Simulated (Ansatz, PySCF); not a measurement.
BCl2, SMILES Cl[B]Cl, multiplicity 2. Atoms are numbered in the order given.

```xyz
3

Cl     0.0000    -1.5325    -0.0964
B      0.0000     0.0000     0.6972
Cl     0.0000     1.5325    -0.0964
```
Charge 0, spin multiplicity 2.

Geometry optimised at r2SCAN-D4/def2-TZVP. The isomer is the one that the SMILES or the coordinates give; other isomers of the formula were not compared.

Two levels are set side by side: PBE-D3(BJ)/def2-TZVP (Ansatz, a program for electronic structure) and r2SCAN-D4/def2-TZVP (Ansatz). Each level has its own optimised geometry; the coordinates shown are those of the second. Frequencies come from the Hessian of PySCF at each geometry. Differences are taken from unrounded values.

```tsv
quantity	r2SCAN-D4
mean bond length (Å)	1.726
bond Cl1–B2 (Å)	1.726
bond B2–Cl3 (Å)	1.726
highest harmonic wavenumber (cm⁻¹)	988
mean harmonic wavenumber (cm⁻¹)	657
zero-point energy (kcal/mol)	2.82
```

Question: What does PBE-D3(BJ) give, and how far is it from r2SCAN-D4? (The exact figures need the calculation; the answer reports its results.)

Answer: 
```tsv
quantity	PBE-D3(BJ)	PBE-D3(BJ) minus r2SCAN-D4
mean bond length (Å)	1.730	0.004
bond Cl1–B2 (Å)	1.730	0.004
bond B2–Cl3 (Å)	1.730	0.004
highest harmonic wavenumber (cm⁻¹)	974	-14
mean harmonic wavenumber (cm⁻¹)	643	-13
zero-point energy (kcal/mol)	2.76	-0.06
```
